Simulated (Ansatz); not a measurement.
A made-up structure of ZnBH₂F, singlet:

B1  (-0.525, 0.381, -0.360)
Zn2  (0.642, -0.461, 0.442)
F3  (1.651, -1.195, 1.132)
H4  (-1.346, -0.309, -0.925)
H5  (-0.421, 1.584, -0.289)
(Å)

It is relaxed with PBE-D4/def2-SVP and then PBE0-D4/def2-TZVP (Ansatz 0.2.0). Atoms count as bonded within 1.22 times the sum of their covalent radii (H–H: 0.88 Å). The end point is not checked to be a true minimum.

**Question.** Does its bonding change? (Judge from chemistry; the calculation decides.)

**Answer.** By the calculation: No: no bond forms or breaks.

Where it ends: The first stage lowers the energy by 4.01 eV in 8 steps. It ends as ZnBH₂F ([BH2][Zn][F]):
```
5
angstrom
B -0.6488 0.4680 -0.4453
Zn 0.7919 -0.5716 0.5439
F 2.0394 -1.4713 1.4000
H -1.5207 -0.0885 -1.0446
H -0.6619 1.6634 -0.4540
```

Labels in which every atom is bracketed show which atoms are joined, not bond orders.

For scale, one of the runs: PBE0-D4/def2-TZVP relaxation, 122 basis functions, launched by `ansatz run in.yaml --threads 2 --pin off --events-out ev --progress --plain --max-ram 4352MiB`. Hardware: 2 CPU threads of an Intel Xeon 6975P-C, shared host. Wall time about 6.5 s.
